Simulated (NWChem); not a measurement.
# Correlation energy of CClF2

SMILES: Cl[C](F)F
```xyz
4

F      1.0532    -0.0780    -1.0793
C      0.4266     0.3236     0.0000
F      1.0532    -0.0780     1.0793
Cl    -1.2657    -0.0316     0.0000
```
Charge 0, spin multiplicity 2.

Everything below was run with NWChem. All single points use one geometry, from UPBE0/def2-SVP, a minimum by its harmonic frequencies.

Basis set: cc-pVDZ. Each correlation energy counts from its own Hartree-Fock reference.

The correlated methods keep 8 core orbitals frozen. The structure started from a generated list of species. The unpaired electrons of the parent sit in orbitals of symmetry a' (Cs labels of the run); other states weren't searched. The stability of the SCF solutions was not checked. Open-shell Hartree-Fock references start from PBE0 orbitals. Coupled-cluster values serve here as a point of comparison, not as the truth.

```csv
method,correlation energy (mHa)
URI-MP2,-614.1
UMP2,-614.0
SCS-UMP2,-588.5
CCSD on ROHF,-637.4
CCSD[T] on ROHF,-653.5
CCSD(T) on ROHF,…
CCSD on UHF,-634.6
CCSD[T] on UHF,…
CCSD(T) on UHF,-648.7
```

**Question.** What belongs in the gaps?

**Answer.** 
- CCSD(T) on ROHF, correlation energy (mHa): -651.8
- CCSD[T] on UHF, correlation energy (mHa): -650.2
